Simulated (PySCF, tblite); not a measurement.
A set of runs on `CCC#C[SiH]P` [radical]; the geometry of each is named by its level. Settings lines and outputs come from a driver script.

Species: C4H8PSi (doublet state).
Bonds: C1–C2, C2–C3, C3–C4 (triple), C4–Si5, Si5–P6. Hydrogens: H7, H8, H9 on C1; H10, H11 on C2; H12 on Si5; H13, H14 on P6.

Step 1: GFN2-xTB geometry optimisation, gas phase (tblite 0.8.0) (from a force-field or distance-geometry start)
```json
{"job": {"kind": "relax", "xc": "GFN2-xTB", "basis": "xTB"}, "charge": 0, "multiplicity": 2}
```
```
step      E/eV     max force
  0    -455.58411    2.433
  1    -455.75319    4.198
  2    -455.86914    2.388
...
166    -456.42220    0.014
167    -456.42223    0.013
168    -456.42226    0.011
169    -456.42228    0.013
170    -456.42230    0.008
```

Energy lowered by 19.3 kcal/mol over 170 steps; largest atomic force 0.008 eV/Å at the end. «max force» is the largest atomic force in eV/Å.

Step 2: GFN2-xTB harmonic vibrations, gas phase (tblite 0.8.0) (on the GFN2-xTB geometry)
```json
{"job": {"kind": "ir", "xc": "GFN2-xTB", "basis": "xTB"}, "charge": 0, "multiplicity": 2}
```
```
(table of modes left out)
```

36 modes from -9 to 3045 cm⁻¹ (unscaled, harmonic, a negative number standing for an imaginary wavenumber); zero-point energy 62.6 kcal/mol from the real modes; the lowest is imaginary at this level.

Step 3: UKS B3LYP, pcH-1 on C H P Si, non-relativistic, mean-field spin-orbit, GIAO (PySCF 2.14.0) (on the GFN2-xTB geometry)
```json
{"job": {"kind": "epr", "basis": "pcH-1"}, "charge": 0, "multiplicity": 2}
```
```
...
E = -788.03592435 Eh   <S^2> = 0.7545 (exact 0.7500)
g shifts (ppm)      1          2          3
  rmc          -145       -145       -145
  gc             35         55         76
  oz_so        -901        646       4412
  total       -1012        556       4342
hyperfine (MHz)  atom isotope    a_iso     a_fc   dipolar eigenvalues
    0   13C       3.80       3.80     -0.43     -0.33      0.75
    1   13C      -5.18      -5.18     -0.42      0.07      0.35
    2   13C      14.26      14.31    -12.89    -11.28     24.17
    3   13C      12.75      12.72     -7.88     -1.10      8.98
    4  29Si    -490.73    -491.54   -149.27     73.46     75.82
    5   31P       8.75       9.24    -59.06    -51.88    110.94
    6    1H      -0.35      -0.35     -0.91     -0.59      1.49
    7    1H       0.22       0.22     -0.51     -0.45      0.96
    8    1H      -0.26      -0.26     -0.80     -0.55      1.35
    9    1H      22.83      22.83     -1.29     -0.75      2.04
   10    1H       6.16       6.16     -1.09     -0.99      2.09
   11    1H      54.19      54.17     -7.90      0.64      7.26
   12    1H      19.03      19.02     -3.78     -0.26      4.04
   13    1H      20.89      20.88     -3.84     -0.38      4.22
```

⟨S²⟩ 0.754; g_iso 2.0036. rmc, gc and oz_so are the mass-correction, gauge-correction and orbital-Zeeman/spin–orbit parts of the g shift along its three principal axes; a_iso is the isotropic hyperfine coupling and a_fc its Fermi-contact part. The log counts atoms from 0, this text from 1.

Question: Which step took the most CPU time, and about what did each take on Arm Neoverse V1, one thread, on a shared host?

Answer: Step 3, about 98 % of the total. CPU time by step: 1: 1.2 s, 2: 0.44 s, 3: 71 s.

Geometry of the electronic-property runs (GFN2-xTB):
```
atom  x, y, z in Å
C1    -2.765   -0.034    0.266
C2    -1.609    0.557    1.075
C3    -0.395    0.623    0.288
C4     0.593    0.623   -0.409
Si5    2.156    0.814   -1.353
P6     3.804   -0.366   -0.417
H7    -2.519   -1.040   -0.066
H8    -3.665   -0.076    0.876
H9    -2.965    0.577   -0.611
H10   -1.869    1.567    1.409
H11   -1.422   -0.056    1.961
H12    1.934    0.355   -2.733
H13    3.893    0.405    0.729
H14    4.828    0.332   -1.038
```

 (This holds for the electronic-property runs.)

One conformer stands for the species.
